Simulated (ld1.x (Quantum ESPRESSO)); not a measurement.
## Pt (Z = 78): one change to an RRKJ potential, before and after

| Item | Value |
| --- | --- |
| Element | platinum |
| Generator | ld1.x (Quantum ESPRESSO) 7.5 |
| Type | norm-conserving RRKJ (Kleinman–Bylander form) |
| Functional | LDA (PZ) |
| Relativity | scalar-relativistic |
| Frozen core | [Kr] 4d10 4f14 5s2 |
| Valence charge | 16 |
| Reference configuration | 5p6 5d8 6s0 6p0 (charge +2) |
| Partial waves | 5p (bound): rc 1.70 bohr; 5d (bound): rc 1.75 bohr; 6s (bound, empty): rc 2.25 bohr |
| Local potential | the s channel |
| Core correction | none |

All-electron outer shells of the reference configuration (LDA (PZ), scalar-relativistic, ld1.x):

```json
{"shell": "4f", "level (eV)": "-91.60", "outermost node (bohr)": "–", "outermost maximum (bohr)": "0.38"}
{"shell": "5p", "level (eV)": "-77.16", "outermost node (bohr)": "0.53", "outermost maximum (bohr)": "0.98"}
{"shell": "5d", "level (eV)": "-26.17", "outermost node (bohr)": "0.57", "outermost maximum (bohr)": "1.24"}
{"shell": "6s", "level (eV)": "-22.54", "outermost node (bohr)": "1.13", "outermost maximum (bohr)": "2.18"}
{"shell": "6p", "level (eV)": "-14.56", "outermost node (bohr)": "1.33", "outermost maximum (bohr)": "2.73"}
```

Change: wave 5p (bound): rc 1.70 bohr becomes 5p (bound): rc 1.32 bohr.

Cutoffs: the cutoffs (Ry, on a coarse ladder) from which the occupation-weighted sum of valence levels, in a spherical-Bessel basis at the reference potential, stays within 10 and 1 mRy of its value at 400 Ry; they do not see the model core or the augmentation charge, which bear on the density cutoff. Errors are all-electron minus pseudo energies relative to the spin-unpolarised reference configuration.

Task: Predict the effect on cutoff, ghosts and configuration errors.

Result: The potential gets harder (45 Ry and 70 Ry → 90 Ry and 140 Ry); of the 9 tests that both files solve, the error grows in 0 and shrinks in 1 by more than 15 % and 0.3 meV (median size 58.4 → 58.9 meV); neither file shows a bound ghost. A smaller radius makes the pseudo-wave follow the all-electron one further in, where it bends more sharply, so more plane waves are needed.

| quantity | base | changed |
| --- | --- | --- |
| cutoff, loose | 45 Ry | 90 Ry |
| cutoff, tight | 70 Ry | 140 Ry |
| loose cutoff by channel (10 mRy a level) | p 25 Ry, d 35 Ry | p 80 Ry, d 35 Ry |
| bound ghosts | none | none |
| error for 5p6 5d9 6s1 6p0, meV [ΔE -29.80 eV] | -20 | -20 |
| error for 5p6 5d9 6s0 6p0, meV [ΔE -20.26 eV] | -37 | -38 |
| error for 5p6 5d7 6s0 6p0, meV [ΔE 32.51 eV] | -61 | -63 |
| error for 5p6 5d8 6s1 6p0, meV [ΔE -18.39 eV] | -1.6 | -1.6 |
| error for 5p6 5d9.5 6s0.5 6p0, meV [ΔE -29.89 eV] | -58 | -59 |
| error for 5p5 5d9 6s1 6p0, meV [ΔE 32.64 eV] | -262 | -182 |
| error for 5p6 5d6 6s0 6p0, meV [ΔE 78.46 eV] | -251 | -260 |
| error for 5p6 5d8 6s0 6p0 (spin-polarised), meV [ΔE -0.56 eV] | +96 | +90 |
| error for 5p6 5d9 6s1 6p0 (spin-polarised), meV [ΔE -30.18 eV] | +8.6 | +7.4 |
| s: phases at 2.46 bohr within 0.05 rad from the reference energy up to (Ry; the scan ends near 5) | 2.1 | 2.1 |
| p: phases at 2.46 bohr within 0.05 rad from the reference energy up to (Ry; the scan ends near 5) | -2.4 | -2.4 |
| d: phases at 2.46 bohr within 0.05 rad from the reference energy up to (Ry; the scan ends near 5) | 0.2 | 0.2 |
